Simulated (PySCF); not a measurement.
# Bi(CN)3: from a saddle point downhill

PySCF 2.14.0, RKS B3LYP, Bi def2-SVP with ECP60, C def2-SVP, N def2-SVP; non-relativistic Hamiltonian with scalar-relativistic core potentials where named; density fitting; no spin-orbit coupling. Relaxed within the symmetry of its start, the geometry (D3h) is

```xyz
7

Bi    0.0000    0.0000    0.0000
C     2.4298    0.0000    0.0000
N     3.6004    0.0000    0.0000
C    -1.2149    2.1043    0.0000
N    -1.8002    3.1180    0.0000
C    -1.2149   -2.1043    0.0000
N    -1.8002   -3.1180    0.0000
```

and its lowest harmonic modes are -607, -87, -87, 29, 52, 52 cm⁻¹ (negative: unstable). It was moved along the lowest mode and relaxed again, within the group C3v that the move left.

(1) Where does it end, and how much lower?

(2) How do the contacts change?

(3) Is the end a minimum?

State: singlet.

Answers

(1) In C3v, 2.830 eV lower, after 18 steps:
```xyz
7

Bi    0.0000    0.0000   -1.1835
C     1.8799    0.0000    0.0376
N     2.9203    0.0000    0.5556
C    -0.9399    1.6280    0.0376
N    -1.4601    2.5290    0.5556
C    -0.9399   -1.6280    0.0376
N    -1.4601   -2.5290    0.5556
```

(2) 
| contact | saddle (Å) | end (Å) |
| --- | --- | --- |
| Bi1–C2 (CN) | 2.430 | 2.242 |
| Bi1–C4 (CN) | 2.430 | 2.242 |
| Bi1–C6 (CN) | 2.430 | 2.242 |


(3) Yes; lowest modes 71, 71, 77, 214, 214, 219 cm⁻¹.
